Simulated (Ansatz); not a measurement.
The cluster B₂W₂ (the lowest singlet isomer of a short search), 4 atoms. Hardware: 4 threads of Arm Neoverse V2 on a shared host.

In the def2 sets W takes a core potential; there is no spin–orbit coupling. Correlated methods freeze 2 core orbitals; core or outer-core shells of W are correlated, in sets that lack core-valence functions.

(1) How many basis functions does each of these Ansatz runs have, and roughly what does it cost? PBE0-D4/def2-SVP, charge 0 singlet, energy, from earlier orbitals; HSE06-D4/def2-TZVP, charge 0 triplet, energy, from earlier orbitals; PBE-D4/def2-TZVP, charge 0 quintet, energy, from earlier orbitals; PBE-D4/def2-SVP, charge 0 singlet, energy, from earlier orbitals; BHLYP-D4/def2-TZVP, charge 0 quintet, energy, from earlier orbitals; HSE06-D4/def2-TZVP, charge 0 singlet, energy, from earlier orbitals; PBE0-D4/def2-TZVP, charge 0 singlet, relaxation, 9 steps; RPA@PBE/def2-TZVP, charge 0 quintet, energy, from earlier orbitals; CAM-B3LYP-D4/def2-TZVP, charge 0 singlet, energy, from earlier orbitals; r2SCAN-D4/def2-TZVP, charge 0 singlet, energy, from earlier orbitals; PBE0-D4/def2-TZVP, charge 0 singlet, energy and forces, from earlier orbitals; PBE0-D4/def2-TZVPD, charge -1 doublet at the geometry of the charge 0 singlet, energy, from earlier orbitals.

## Answers

(1) Other jobs shared the machine, so times can vary by a factor of up to 3. A dash marks memory too small to be measured apart from the calling script's.

```json
{"run": "PBE-D4/def2-SVP, charge 0 singlet, energy, from earlier orbitals", "functions": "92", "fitting or Cholesky vectors": "922", "wall time": "0.85 s", "peak host memory (GiB)": "–"}
{"run": "PBE0-D4/def2-SVP, charge 0 singlet, energy, from earlier orbitals", "functions": "92", "fitting or Cholesky vectors": "1002", "wall time": "0.95 s", "peak host memory (GiB)": "–"}
{"run": "HSE06-D4/def2-TZVP, charge 0 singlet, energy, from earlier orbitals", "functions": "142", "fitting or Cholesky vectors": "1138", "wall time": "1.5 s", "peak host memory (GiB)": "–"}
{"run": "CAM-B3LYP-D4/def2-TZVP, charge 0 singlet, energy, from earlier orbitals", "functions": "142", "fitting or Cholesky vectors": "1098", "wall time": "1.8 s", "peak host memory (GiB)": "–"}
{"run": "PBE0-D4/def2-TZVP, charge 0 singlet, energy and forces, from earlier orbitals", "functions": "142", "fitting or Cholesky vectors": "1138", "wall time": "1.9 s", "peak host memory (GiB)": "–"}
{"run": "r2SCAN-D4/def2-TZVP, charge 0 singlet, energy, from earlier orbitals", "functions": "142", "fitting or Cholesky vectors": "986", "wall time": "2.6 s", "peak host memory (GiB)": "–"}
{"run": "PBE-D4/def2-TZVP, charge 0 quintet, energy, from earlier orbitals", "functions": "142", "fitting or Cholesky vectors": "986", "wall time": "2.9 s", "peak host memory (GiB)": "–"}
{"run": "RPA@PBE/def2-TZVP, charge 0 quintet, energy, from earlier orbitals", "functions": "142", "fitting or Cholesky vectors": "1140", "wall time": "4.5 s", "peak host memory (GiB)": "–"}
{"run": "HSE06-D4/def2-TZVP, charge 0 triplet, energy, from earlier orbitals", "functions": "142", "fitting or Cholesky vectors": "1138", "wall time": "4.8 s", "peak host memory (GiB)": "–"}
{"run": "BHLYP-D4/def2-TZVP, charge 0 quintet, energy, from earlier orbitals", "functions": "142", "fitting or Cholesky vectors": "1344", "wall time": "8.5 s", "peak host memory (GiB)": "0.58"}
{"run": "PBE0-D4/def2-TZVPD, charge -1 doublet at the geometry of the charge 0 singlet, energy, from earlier orbitals", "functions": "160", "fitting or Cholesky vectors": "1162", "wall time": "9.5 s", "peak host memory (GiB)": "0.62"}
{"run": "PBE0-D4/def2-TZVP, charge 0 singlet, relaxation, 9 steps", "functions": "142", "fitting or Cholesky vectors": "1138", "wall time": "16 s", "peak host memory (GiB)": "–"}
```
